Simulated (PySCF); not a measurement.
C₄H₉N, SMILES C/C=N/CC. Atoms are numbered in the order given.

```xyz
14

C      2.3516    -0.6718    -0.0806
C      1.1240     0.1612     0.0671
N     -0.0127    -0.3351     0.3126
C     -1.1430     0.5494     0.4293
C     -2.2175     0.1912    -0.5842
H      2.1046    -1.7339     0.0468
H      3.1099    -0.3809     0.6650
H      2.8082    -0.5181    -1.0722
H      1.2566     1.2608    -0.0483
H     -0.8542     1.6173     0.3212
H     -1.5567     0.4308     1.4464
H     -2.5060    -0.8652    -0.4804
H     -3.1133     0.8149    -0.4453
H     -1.8511     0.3399    -1.6116
```

The structure is a stationary point at PBE0-D3(BJ)/def2-SVP. The structure was generated by enumeration; whether it is a known compound was not checked. The values are those of a single conformer.

The numbers are results of B3LYP/pcSseg-1 in PySCF, not measurements.

GIAO shieldings, no solvent; atoms listed in one row are averaged. δ = σ(ref) − σ: ¹³C against TMS (σ = 181.3 ppm); ¹⁵N against NH3 (σ = 265.5 ppm); ¹H against TMS (σ = 31.68 ppm), references at their B3LYP-D3(BJ)/def2-TZVP geometries, non-relativistic.

Computed chemical shifts:
```
nucleus          atoms  count  δ (ppm)
-------  -------------  -----  -------
¹³C                 C2      1    164.7
¹³C                 C4      1     64.3
¹³C                 C1      1     27.6
¹³C                 C5      1     21.6
¹⁵N                 N3      1    396.8
¹H                  H9      1     7.88
¹H                 H11      1     4.10
¹H                 H10      1     3.13
¹H          H6, H7, H8      3     2.23
¹H       H12, H13, H14      3     1.51
```
